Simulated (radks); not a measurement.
Valence configurations of O II (all share [He]). Calculated with a radial shooting solver on a logarithmic mesh with Libxc functionals: non-relativistic Kohn-Sham, r2SCAN, spin-polarised, spherical densities, point nucleus; open shells are filled with parallel spins first; meta-GGA in the generalised Kohn-Sham scheme. Energies are relative to 2s2 2p3; eigenvalues in eV for spin up.

valence,E (eV),moment (Bohr magnetons),e(2p),e(2s)
2s2 2p3,0.000,3,-27.300,-43.516
2s1 2p4,16.088,3,-27.780,-44.164
2s1.5 2p3.5,8.191,3,-27.528,-43.825
2p5,37.781,1,-26.224,-
2s0.5 2p4.5,27.653,2,-27.108,-43.426

NIST lists [He] 2s2 2p3 as the ground configuration; this level of theory agrees among the configurations tried. The energies are those of spherical high-spin densities, not of single terms.
